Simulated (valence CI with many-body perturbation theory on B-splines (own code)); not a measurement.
## E1 transitions of Ni15+

Method: valence CI with perturbative core correlation (CI+MBPT): three valence electrons over a frozen Dirac-Fock core [Ne], a basis of 11 s, 11 p, 10 d, 8 f, 5 g, 2 h functions for each j, with the one-electron correlation potential Σ1 (screened to all orders), the two-electron term Σ2, the three-electron term Σ3, Breit, model QED; selected single and double excitations, second order for the rest, scaled by the run's own slope (own B-spline code, finite nucleus).

No measured spectrum was set against this ion. As an estimate, levels of excited configurations hold to 0.05 to 0.15 % of their energy, terms of the ground configuration to about 0.5 %.

Lines 201 to 250 of 594 in falling wavelength, among levels below 279.25 eV, chosen from the strongest by gf and those to the six lowest levels. Wavelengths and rates use the calculated energies, so an error of 300 cm⁻¹ moves a line at 239.7 Å by 0.072 % and its rate by three times that or more. Electric multipoles are in the length gauge, E1 and E2 with the static RPA response of the core. Weak lines are less certain than strong ones. Lines between different terms over intervals too small for the method are left out, as are lines whose strength nearly cancels. Where a level lies close to another of its J and parity, the split of strength between their lines is uncertain. The highest levels of a list are the least certain.

Names give the largest LS component (configuration and term), which can be under half, so a name can repeat, a term be missing and a line seem to break the LS rules; names also repeat where a configuration has a term twice. Letters in brackets count levels of one name in rising energy.

| λ vac (Å) | Upper | Lower | A (s⁻¹) | log gf | Branch % |
| --- | --- | --- | --- | --- | --- |
| 239.7 | 3d³ ²P_3/2 | 3p3d² ²P°_3/2 [b] | 8.76e+09 | -0.52 | 10.1 |
| 239.3 | 3s3p² ²S_1/2 | 3s²3p ²P°_1/2 | 2.56e+10 | -0.36 | 98.7 |
| 238.9 | 3s3p3d ²P°_1/2 [b] | 3s²3d ²D_3/2 | 3.28e+10 | -0.25 | 43.7 |
| 238.5 | 3p³ ⁴S°_3/2 | 3s3p² ⁴P_1/2 | 7.12e+09 | -0.61 | 18.4 |
| 238.1 | 3d³ ²D_3/2 [b] | 3p3d² ²P°_1/2 [c] | 1.97e+10 | -0.17 | 23.2 |
| 237.8 | 3s3p3d ²D°_3/2 [b] | 3s²3d ²D_3/2 | 7.25e+09 | -0.61 | 9.1 |
| 237.7 | 3s3p² ²P_1/2 | 3s²3p ²P°_3/2 | 2.63e+10 | -0.35 | 69.6 |
| 237.4 | 3s3p3d ²P°_3/2 [b] | 3s²3d ²D_5/2 | 1.54e+10 | -0.28 | 19.6 |
| 237.3 | 3s3p3d ²D°_5/2 [b] | 3s²3d ²D_5/2 | 2.33e+10 | 0.07 | 26.0 |
| 236.0 | 3d³ ²F_5/2 | 3p3d² ²G°_7/2 [b] | 4.30e+09 | -0.67 | 6.3 |
| 235.6 | 3s3p3d ²P°_3/2 [b] | 3s²3d ²D_3/2 | 1.82e+10 | -0.22 | 23.2 |
| 235.3 | 3p²3d ²P_3/2 [b] | 3s3p3d ²D°_3/2 [a] | 5.46e+09 | -0.74 | 13.1 |
| 235.1 | 3p3d² ²F°_7/2 [a] | 3p²3d ⁴P_5/2 [a] | 7.93e+09 | -0.28 | 29.0 |
| 233.4 | 3d³ ²F_7/2 | 3p3d² ²G°_9/2 [b] | 7.07e+09 | -0.34 | 10.4 |
| 233.0 | 3d³ ²G_9/2 | 3p3d² ²F°_7/2 [b] | 3.00e+09 | -0.61 | 5.0 |
| 232.4 | 3s3d² ²D_3/2 | 3s3p3d ²F°_5/2 [b] | 8.73e+09 | -0.55 | 10.8 |
| 232.3 | 3s3p² ²P_3/2 | 3s²3p ²P°_3/2 | 3.93e+10 | 0.10 | 80.7 |
| 231.6 | 3p3d² ²P°_3/2 [a] | 3p²3d ²S_1/2 | 5.22e+09 | -0.78 | 6.1 |
| 231.5 | 3s3d² ²G_7/2 | 3s3p3d ²F°_5/2 [b] | 3.91e+10 | 0.40 | 88.4 |
| 231.4 | 3p²3d ²F_5/2 [b] | 3s3p3d ²D°_3/2 [a] | 8.54e+09 | -0.39 | 13.0 |
| 231.0 | 3p3d² ²F°_7/2 [c] | 3p²3d ²D_5/2 [b] | 2.46e+10 | 0.20 | 31.0 |
| 231.0 | 3d³ ²G_7/2 | 3p3d² ²F°_5/2 [b] | 1.12e+10 | -0.15 | 17.3 |
| 230.7 | 3p3d² ²P°_3/2 [a] | 3p²3d ²P_3/2 [b] | 6.73e+09 | -0.67 | 7.9 |
| 230.6 | 3d³ ²D_5/2 [a] | 3p3d² ²D°_5/2 [b] | 2.80e+10 | 0.13 | 33.1 |
| 230.4 | 3p3d² ²F°_7/2 [a] | 3p²3d ²G_9/2 | 3.88e+09 | -0.61 | 14.1 |
| 230.1 | 3s3d² ²D_5/2 | 3s3p3d ²F°_7/2 [b] | 6.52e+09 | -0.51 | 8.1 |
| 229.8 | 3p3d² ²D°_5/2 [c] | 3s3d² ²D_5/2 | 5.97e+09 | -0.55 | 6.2 |
| 229.4 | 3p²3d ²D_5/2 [a] | 3s3p3d ²D°_5/2 [a] | 3.98e+09 | -0.73 | 10.7 |
| 229.3 | 3s3d² ²D_3/2 | 3s3p3d ²P°_1/2 [a] | 6.49e+09 | -0.69 | 8.0 |
| 229.3 | 3p3d² ²D°_3/2 [c] | 3s3d² ²D_3/2 | 7.01e+09 | -0.66 | 7.1 |
| 229.2 | 3s3d² ²G_9/2 | 3s3p3d ²F°_7/2 [b] | 4.20e+10 | 0.52 | 93.0 |
| 228.9 | 3p3d² ²F°_5/2 [c] | 3p²3d ²D_3/2 [c] | 3.85e+10 | 0.26 | 56.2 |
| 228.8 | 3p²3d ²D_5/2 [a] | 3s3p3d ²D°_3/2 [a] | 4.12e+09 | -0.71 | 11.1 |
| 228.5 | 3d³ ²D_3/2 [a] | 3p3d² ²D°_3/2 [b] | 1.83e+10 | -0.24 | 20.5 |
| 227.2 | 3p²3d ²F_7/2 [a] | 3p³ ²D°_5/2 | 3.81e+09 | -0.63 | 41.0 |
| 226.9 | 3d³ ⁴F_3/2 | 3p3d² ⁴D°_1/2 [b] | 1.45e+10 | -0.35 | 17.8 |
| 226.7 | 3p²3d ²F_7/2 [b] | 3s3p3d ²D°_5/2 [a] | 1.37e+10 | -0.07 | 18.3 |
| 226.7 | 3s3p3d ⁴P°_5/2 | 3s3p² ²D_3/2 | 7.70e+07 | -2.45 | 0.2 |
| 226.5 | 3d³ ²D_3/2 [b] | 3p3d² ²D°_3/2 [c] | 7.43e+09 | -0.64 | 8.7 |
| 226.4 | 3d³ ²D_5/2 [a] | 3p3d² ²D°_3/2 [b] | 6.15e+09 | -0.55 | 7.3 |
| 226.4 | 3d³ ²D_5/2 [b] | 3p3d² ²D°_5/2 [c] | 1.16e+10 | -0.27 | 14.0 |
| 225.9 | 3p3d² ²P°_1/2 [a] | 3p²3d ²S_1/2 | 1.46e+10 | -0.65 | 17.5 |
| 225.8 | 3d³ ⁴F_5/2 | 3p3d² ⁴D°_3/2 [b] | 1.77e+10 | -0.09 | 22.1 |
| 225.2 | 3s3p3d ⁴D°_3/2 | 3s3p² ²D_3/2 | 8.62e+08 | -1.58 | 2.1 |
| 225.1 | 3d³ ⁴P_1/2 | 3p3d² ⁴S°_3/2 | 1.46e+10 | -0.66 | 15.8 |
| 225.0 | 3d³ ⁴F_7/2 | 3p3d² ⁴D°_5/2 [b] | 2.26e+10 | 0.14 | 28.8 |
| 224.8 | 3d³ ⁴P_3/2 | 3p3d² ⁴S°_3/2 | 1.74e+10 | -0.28 | 18.9 |
| 224.8 | 3d³ ²P_3/2 | 3p3d² ²D°_3/2 [b] | 7.33e+09 | -0.65 | 8.4 |
| 223.9 | 3d³ ⁴P_5/2 | 3p3d² ⁴S°_3/2 | 2.24e+10 | 0.01 | 24.8 |
| 223.9 | 3d³ ⁴F_9/2 | 3p3d² ⁴D°_7/2 [b] | 2.83e+10 | 0.33 | 36.9 |
